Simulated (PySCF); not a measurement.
Isomers of C5H12OSi2 and their computed core-level spectra.

Computed with PySCF, delta-SCF UKS SCAN, pcX-2 on the ionised atom, pcseg-1 elsewhere, spin-free X2C. Geometries: PBE0-D3(BJ)/def2-SVP; isolated species, one conformer each.

Line lists (1s up to Mg, 2p3/2 beyond; areas count atoms within a level, one atom standing for each set equivalent by bonding):
1. C 1s: 290.03 (area 1), 290.28 (area 1), 290.56 (area 1), 290.60 (area 1), 291.43 (area 1) eV; O 1s: 537.80 eV; Si 2p3/2: 107.14 (area 1), 107.58 (area 1) eV
2. C 1s: 289.72 (area 2), 289.95 (area 1), 290.41 (area 1), 290.52 (area 1) eV; O 1s: 537.49 eV; Si 2p3/2: 106.57 (area 1), 107.40 (area 1) eV
3. C 1s: 289.86 (area 1), 289.93 (area 1), 290.47 (area 2), 292.20 (area 1) eV; O 1s: 537.66 eV; Si 2p3/2: 107.20 (area 1), 107.38 (area 1) eV
4. C 1s: 289.82 (area 1), 289.88 (area 1), 290.08 (area 1), 290.53 (area 1), 290.54 (area 1) eV; O 1s: 538.30 eV; Si 2p3/2: 107.07 (area 1), 107.19 (area 1) eV
5. C 1s: 289.90 (area 1), 289.99 (area 1), 290.59 (area 1), 290.74 (area 1), 292.10 (area 1) eV; O 1s: 537.82 eV; Si 2p3/2: 107.23 (area 1), 107.40 (area 1) eV

Structures:
A. `CC(C)O[SiH2]C#C[SiH3]`
B. `C=C[Si]1(O[SiH3])CCC1`
C. `CCCO[SiH2]C#C[SiH3]`
D. `C(C)(C)[Si@@H](C#C[SiH3])O`
E. `C#CC[C@@H](C)[SiH2]O[SiH3]`

**Question.** Match each list to its structure.

**Answer.** 
- 1 = E: another candidate has the same counts of sites, so positions decide. C 1s: 290.03 terminal alkyne carbon, 290.28 sp3 carbon bound to silicon, 290.56 alkyne carbon, 290.60 methyl carbon, 291.43 propargylic carbon; O 1s: 537.80 siloxane oxygen; Si 2p3/2: 107.14 oxygen-bound silicon, 107.58 oxygen-bound silicon.
- 2 = B: another candidate has the same counts of sites, so positions decide. C 1s: 289.72 sp3 carbon bound to silicon (×2), 289.95 alkene CH carbon, 290.41 terminal =CH2 carbon, 290.52 four-membered-ring carbon; O 1s: 537.49 siloxane oxygen; Si 2p3/2: 106.57 oxygen-bound silicon, 107.40 oxygen-bound silicon.
- 3 = A: another candidate has the same counts of sites, so positions decide. C 1s: 289.86 alkyne carbon, 289.93 alkyne carbon, 290.47 methyl carbon (×2), 292.20 sp3 carbon bound to oxygen; O 1s: 537.66 silyl ether oxygen; Si 2p3/2: 107.20 SiH3 silicon, 107.38 oxygen-bound silicon.
- 4 = D: another candidate has the same counts of sites, so positions decide. C 1s: 289.82 alkyne carbon, 289.88 alkyne carbon, 290.08 sp3 carbon bound to silicon, 290.53 methyl carbon, 290.54 methyl carbon; O 1s: 538.30 silanol oxygen; Si 2p3/2: 107.07 oxygen-bound silicon, 107.19 SiH3 silicon.
- 5 = C: another candidate has the same counts of sites, so positions decide. C 1s: 289.90 alkyne carbon, 289.99 alkyne carbon, 290.59 chain CH2 carbon, 290.74 methyl carbon, 292.10 sp3 carbon bound to oxygen; O 1s: 537.82 silyl ether oxygen; Si 2p3/2: 107.23 SiH3 silicon, 107.40 oxygen-bound silicon.

The 2p values aren't plain energy differences: one relaxed spin-free 2p hole is combined with a matrix within the shell (ground-state 2p orbital-energy differences and spin–orbit coupling). 2p3/2, the mean of its two sublevels, lies a third of the splitting below the shell's mean and 2p1/2 two thirds above it; the statistical areas are 2:1. 7 of these hole states are spin-contaminated (⟨S²⟩ up to 0.87, against 0.75; counted from 0.85) and less certain.
